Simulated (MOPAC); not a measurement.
MOPAC input (PM3):

```
PM3 FORCE THERMO(298,298) PRECISE LET UHF MS=0.5 GEO-OK AUX(PRECISION=9) THREADS=1
C3H8GeI

C     0.00805267 1    1.80764319 1    1.54083847 1
Ge   -0.29862328 1    0.05499438 1    1.21993217 1
C    -2.13381012 1   -0.56352974 1    1.15620119 1
C     0.94395319 1   -1.24561686 1    1.94027601 1
I     0.38404239 1    0.02933191 1   -1.48183056 1
H     0.96685758 1    2.19120889 1    1.85970563 1
H    -0.74765227 1    2.57123553 1    1.42277568 1
H    -2.52177710 1   -0.63839779 1    2.17508183 1
H    -2.76315909 1    0.13236140 1    0.60022399 1
H    -2.20278904 1   -1.54817167 1    0.69193666 1
H     1.97563785 1   -0.91786265 1    1.80744045 1
H     0.81937139 1   -2.21793825 1    1.46185360 1
H     0.75674555 1   -1.36497584 1    3.01029476 1
```

From the output:

```
     H   13   5.672964

          HEAT OF FORMATION =     -28.612701 KCALS/MOLE

          ZERO POINT ENERGY      61.849 KCAL/MOL

           NORMAL COORDINATE ANALYSIS (Total motion = 1 Angstrom)

   Root No.       1         2         3         4         5         6         7         8

                 1 A'      2 A'      1 A"      2 A"      3 A'      4 A'      5 A'      3 A"

                  76.3      78.7      80.6      86.9     125.1     164.9     170.4     170.4

           1   -0.0021    0.0222    0.0000    0.0000   -0.0022    0.0208   -0.0038    0.0000
           2    0.0010   -0.0362    0.0105    0.0092    0.0212    0.0054    0.0142    0.0938
           3   -0.0032    0.1140    0.0033    0.0029   -0.0666   -0.0169   -0.0449    0.0298
           4   -0.0019    0.0214    0.0000    0.0000    0.0023    0.0271    0.0041   -0.0000
           5   -0.0002    0.0002    0.0070    0.0142    0.0036   -0.0025   -0.0228   -0.0259
           6    0.0006   -0.0006    0.0022    0.0045   -0.0113    0.0078    0.0718   -0.0082
           7   -0.0046   -0.0007   -0.0059   -0.0161   -0.0157   -0.0627    0.0060   -0.0473
           8    0.0013    0.0119    0.0103    0.0227    0.0139    0.0435   -0.0197    0.0060
           9   -0.0004   -0.0527   -0.0273   -0.0648   -0.0720    0.0223   -0.0484    0.0084
          10   -0.0046   -0.0007    0.0059    0.0161   -0.0157   -0.0627    0.0060    0.0473
          11   -0.0008    0.0207   -0.0074   -0.0188    0.0302   -0.0484    0.0440    0.0098
          12   -0.0011   -0.0499    0.0283    0.0661   -0.0669   -0.0068   -0.0282   -0.0034
          13    0.0024   -0.0143   -0.0000   -0.0000    0.0029   -0.0019   -0.0034   -0.0000
          14   -0.0001    0.0001   -0.0055   -0.0095   -0.0099    0.0014    0.0080    0.0014
          15    0.0002   -0.0002   -0.0017   -0.0030    0.0312   -0.0043   -0.0252    0.0005
          16   -0.0019    0.0221   -0.0036    0.0018   -0.0008    0.0229   -0.0020   -0.0840
          17    0.0013   -0.0483    0.0080   -0.0032    0.0265    0.0076    0.0265    0.1437
          18   -0.0045    0.1524    0.0197    0.0390   -0.0855   -0.0272   -0.0865    0.0584
          19   -0.0019    0.0222    0.0036   -0.0018   -0.0008    0.0229   -0.0020    0.0841
          20    0.0016   -0.0485    0.0179    0.0199    0.0277    0.0095    0.0283    0.1511
          21   -0.0045    0.1524   -0.0115   -0.0337   -0.0852   -0.0266   -0.0860    0.0352
          22    0.1338   -0.0075    0.1085   -0.1259   -0.0449   -0.0944   -0.0294   -0.0681
          23   -0.0744   -0.0184   -0.0696    0.0381   -0.0130    0.0574   -0.0833    0.0151
          24   -0.0386   -0.0654   -0.0663   -0.0536   -0.0825    0.0296   -0.0744    0.0135
          25   -0.1050   -0.0080   -0.0909    0.0511   -0.0072   -0.1086    0.0333   -0.0750
          26    0.0501    0.0262    0.0613    0.0083    0.0263    0.0026    0.0237   -0.0221
          27   -0.1176   -0.0723   -0.1364   -0.0048   -0.0790    0.0340   -0.0748    0.0182
          28   -0.0424    0.0011   -0.0372    0.0137   -0.0080   -0.0547    0.0154   -0.0431
          29    0.0280    0.0326    0.0387    0.0268    0.0325    0.1115   -0.0082    0.0417
          30    0.1544   -0.0507    0.1035   -0.1764   -0.0939    0.0187   -0.0796    0.0047
          31   -0.1050   -0.0080    0.0909   -0.0511   -0.0072   -0.1086    0.0333    0.0750
          32    0.0270    0.0203   -0.0286    0.0040    0.0241   -0.0217    0.0238   -0.0075
          33   -0.1250   -0.0742    0.1468    0.0087   -0.0797    0.0263   -0.0748   -0.0276
          34   -0.0424    0.0011    0.0372   -0.0137   -0.0080   -0.0547    0.0154    0.0431
          35   -0.1120    0.0026    0.0913   -0.0799    0.0276   -0.1019    0.0526    0.0368
          36    0.1100   -0.0602   -0.0622    0.1596   -0.0954   -0.0491   -0.0603    0.0202
          37    0.1338   -0.0075   -0.1085    0.1259   -0.0448   -0.0944   -0.0294    0.0681
          38    0.0831    0.0528   -0.0951    0.0002    0.0582   -0.0639    0.1110    0.0201
          39    0.0114   -0.0428    0.0140    0.0658   -0.0599   -0.0090   -0.0127   -0.0023

   Root No.       9        10        11        12        13        14        15        16

                 4 A"      6 A'      5 A"      7 A'      6 A"      8 A'      7 A"      9 A'

                 356.4     602.1     603.2     671.2     775.6     800.4     838.2     844.7

           1    0.0000   -0.0224   -0.0000    0.2823   -0.0000   -0.0023   -0.0000    0.0075
           2    0.0052   -0.0011   -0.0073    0.0023   -0.0542    0.0249   -0.0003    0.0024
           3    0.0016    0.0034   -0.0023   -0.0072   -0.0172   -0.0785   -0.0001   -0.0077
           4    0.0000   -0.0191   -0.0000   -0.0516    0.0000   -0.0001    0.0000    0.0014
           5    0.0003   -0.0037   -0.0433   -0.0009    0.0042   -0.0008    0.0019   -0.0017
           6    0.0001    0.0118   -0.0137    0.0027    0.0013    0.0026    0.0006    0.0054
           7   -0.0035    0.0593    0.0723   -0.0018   -0.0068    0.0019   -0.0005   -0.0145
           8    0.0001    0.1153    0.1276    0.0091    0.0062    0.0007   -0.0011    0.0061
           9   -0.0101    0.0009   -0.0033    0.0023    0.0001    0.0056   -0.0320   -0.0271
          10    0.0035    0.0593   -0.0723   -0.0018    0.0068    0.0019    0.0005   -0.0145
          11   -0.0057   -0.0947    0.1023   -0.0087    0.0051   -0.0038   -0.0194    0.0106
          12    0.0083   -0.0658    0.0763   -0.0034    0.0035    0.0041    0.0255   -0.0257
          13   -0.0000   -0.0000    0.0000   -0.0000   -0.0000    0.0000    0.0000    0.0000
          14    0.0001   -0.0001   -0.0001    0.0000   -0.0000    0.0000    0.0000    0.0000
          15    0.0000    0.0002   -0.0000   -0.0001   -0.0000   -0.0001    0.0000   -0.0001
          16    0.0004   -0.0302   -0.0007    0.2367   -0.2664    0.0011   -0.0012    0.0096
          17    0.1258    0.0058   -0.0046    0.0206    0.1247   -0.1113    0.0055   -0.0096
          18   -0.3864   -0.0042   -0.0127   -0.0031    0.0334    0.3507   -0.0160    0.0266
          19   -0.0004   -0.0302    0.0007    0.2367    0.2664    0.0011    0.0012    0.0096
          20   -0.1201   -0.0023   -0.0111   -0.0150    0.1210   -0.1114   -0.0047   -0.0075
          21    0.3882   -0.0068    0.0077   -0.0144    0.0447    0.3507    0.0163    0.0273
          22   -0.0179    0.0511    0.0558   -0.0311    0.0301   -0.0199    0.0932    0.1129
          23   -0.0203    0.0983    0.0990   -0.0364    0.0072   -0.0305    0.1807    0.1557
          24   -0.0192    0.0007   -0.0056   -0.0153   -0.0006   -0.0084    0.0508    0.0404
          25   -0.0014    0.0480    0.0456   -0.0035    0.0491    0.0051   -0.0639    0.0020
          26    0.0107    0.0944    0.0863    0.0171    0.0421    0.0179   -0.1275   -0.0583
          27   -0.0198    0.0075    0.0089   -0.0100   -0.0010   -0.0106    0.0613    0.0518
          28    0.0002    0.0494    0.0580   -0.0015   -0.0118    0.0076   -0.0287   -0.0465
          29    0.0138    0.0861    0.0831    0.0089   -0.0675    0.0209   -0.0498   -0.1389
          30   -0.0201    0.0069    0.0061   -0.0124   -0.0010   -0.0107    0.0626    0.0532
          31    0.0014    0.0480   -0.0456   -0.0035   -0.0491    0.0051    0.0639    0.0020
          32   -0.0026   -0.0814    0.0756   -0.0082    0.0338   -0.0085   -0.0688    0.0177
          33    0.0223   -0.0483    0.0425   -0.0180    0.0251   -0.0190   -0.1236    0.0760
          34   -0.0002    0.0494   -0.0580   -0.0015    0.0118    0.0076    0.0287   -0.0465
          35   -0.0003   -0.0743    0.0714   -0.0001   -0.0557   -0.0109   -0.0046    0.0827
          36    0.0244   -0.0440    0.0430   -0.0153   -0.0381   -0.0208   -0.0799    0.1236
          37    0.0179    0.0511   -0.0558   -0.0311   -0.0301   -0.0199   -0.0932    0.1129
          38   -0.0277   -0.0807    0.0776    0.0385    0.0055    0.0298    0.1769   -0.1505
          39    0.0040   -0.0561    0.0616    0.0085    0.0046    0.0107    0.0627   -0.0568

   Root No.      17        18        19        20        21        22        23        24

                 8 A"     10 A'      9 A"     11 A'     12 A'     13 A'     10 A"     11 A"

                 855.0     881.2    1312.0    1312.3    1337.2    1398.3    1398.6    1401.1

           1   -0.0000    0.0010    0.0000   -0.0270    0.0150   -0.0007   -0.0000   -0.0000
           2   -0.0159   -0.0004    0.0013   -0.0001    0.0001   -0.0000    0.0001    0.0001
           3   -0.0051    0.0012    0.0004    0.0005   -0.0003    0.0000    0.0000    0.0000
           4    0.0000    0.0051   -0.0000   -0.0020   -0.0006   -0.0001   -0.0000   -0.0000
           5    0.0034    0.0007   -0.0026   -0.0001   -0.0002    0.0001   -0.0001   -0.0001
           6    0.0011   -0.0021   -0.0008    0.0004    0.0006   -0.0003   -0.0000   -0.0000
           7    0.0271   -0.0275   -0.0136   -0.0055   -0.0111   -0.0110    0.0108    0.0155
           8   -0.0124    0.0164   -0.0240   -0.0121   -0.0205    0.0060   -0.0055   -0.0085
           9    0.0002    0.0176    0.0003    0.0002   -0.0006   -0.0170    0.0175   -0.0122
          10   -0.0271   -0.0275    0.0136   -0.0055   -0.0111   -0.0110   -0.0108   -0.0155
          11   -0.0100   -0.0235   -0.0194    0.0098    0.0170    0.0049    0.0056   -0.0139
          12   -0.0073    0.0049   -0.0141    0.0071    0.0114   -0.0174   -0.0175    0.0051
          13   -0.0000    0.0000    0.0000   -0.0000   -0.0000    0.0000    0.0000    0.0000
          14    0.0000   -0.0000   -0.0000    0.0000   -0.0000    0.0000   -0.0000    0.0000
          15    0.0000    0.0000   -0.0000   -0.0000    0.0000   -0.0000   -0.0000    0.0000
          16   -0.0640    0.0047    0.0041    0.2008   -0.0936    0.0029    0.0004    0.0001
          17    0.0255    0.0004   -0.0015   -0.1329    0.0636   -0.0021   -0.0001   -0.0000
          18    0.0119   -0.0077   -0.0009   -0.0437    0.0206   -0.0007   -0.0005    0.0000
          19    0.0640    0.0047   -0.0041    0.2008   -0.0936    0.0029   -0.0004   -0.0001
          20    0.0277    0.0041   -0.0018    0.1337   -0.0638    0.0022   -0.0004   -0.0000
          21    0.0050   -0.0065   -0.0001    0.0410   -0.0198    0.0006    0.0003   -0.0000
          22   -0.0642    0.0220    0.0802    0.0388    0.0617    0.0268   -0.0225   -0.1907
          23   -0.0092   -0.0720    0.1227    0.0605    0.0931   -0.1025    0.1000    0.0670
          24    0.0032   -0.0252    0.0502    0.0248    0.0384   -0.0528    0.0517    0.0339
          25   -0.1031    0.1396    0.1074    0.0485    0.0816    0.1354   -0.1386    0.0401
          26   -0.0890    0.1630    0.1098    0.0506    0.0791   -0.0614    0.0591    0.0665
          27   -0.0023   -0.0288   -0.0398   -0.0198   -0.0281    0.1514   -0.1507   -0.0525
          28    0.0434   -0.0280    0.0192    0.0112    0.0139   -0.0275    0.0287   -0.0440
          29    0.1840   -0.1496    0.1503    0.0773    0.1175    0.0843   -0.0862   -0.0312
          30   -0.0021   -0.0287   -0.0155   -0.0092   -0.0102    0.1136   -0.1195    0.1714
          31    0.1031    0.1396   -0.1074    0.0485    0.0816    0.1354    0.1386   -0.0401
          32   -0.0740   -0.1165    0.0667   -0.0299   -0.0484   -0.0372   -0.0387    0.0240
          33   -0.0495   -0.1176    0.0959   -0.0453   -0.0686    0.1591    0.1571    0.0813
          34   -0.0434   -0.0280   -0.0192    0.0111    0.0139   -0.0275   -0.0287    0.0440
          35    0.1491    0.1388    0.1138   -0.0578   -0.0901   -0.1344   -0.1393    0.0734
          36    0.1079    0.0628    0.0994   -0.0521   -0.0761    0.0442    0.0478   -0.1580
          37    0.0642    0.0220   -0.0802    0.0387    0.0616    0.0268    0.0225    0.1907
          38   -0.0057    0.0734    0.1292   -0.0637   -0.0982    0.1142    0.1115    0.0743
          39   -0.0079    0.0209    0.0298   -0.0146   -0.0223    0.0160    0.0155    0.0109

   Root No.      25        26        27        28        29        30        31        32

                14 A'     12 A"     15 A'     13 A"     16 A'     14 A"     17 A'     15 A"
```
